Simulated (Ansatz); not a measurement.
Basis-set extrapolation for C3H4ClFSi, SMILES `FC(Cl)=C=C[SiH3]` (PBE0-D4/def2-TZVP geometry, frozen core, Ansatz 0.2.0). Multiplicity 1, RHF reference.

```
                      def2-TZVPP   def2-QZVPP
                 HF  -963.828284  -963.859101
    MP2 correlation    -1.020465    -1.102547
CCSD(T) correlation    -1.115684      not run
```

Energies in hartree. Use E(X) = E(∞) + A·exp(−7.88·√X) for Hartree–Fock and E(X) = E(∞) + B·X^(−2.97) for correlation, with X = 3 and 4, and add CCSD(T) minus MP2 of the smaller set to the MP2 limit.

Task: What is the CCSD(T) energy at the basis-set limit?

Result: HF limit: -963.859101 + (-0.030817) × 0.13774 = -963.86335. MP2 limit: -1.102547 + (-0.082082) × 0.74074 = -1.16335. Higher-order term: -1.115684 − (-1.020465) = -0.09522. Total: -965.12192 hartree, 111.7 kcal/mol below CCSD(T)/def2-TZVPP.
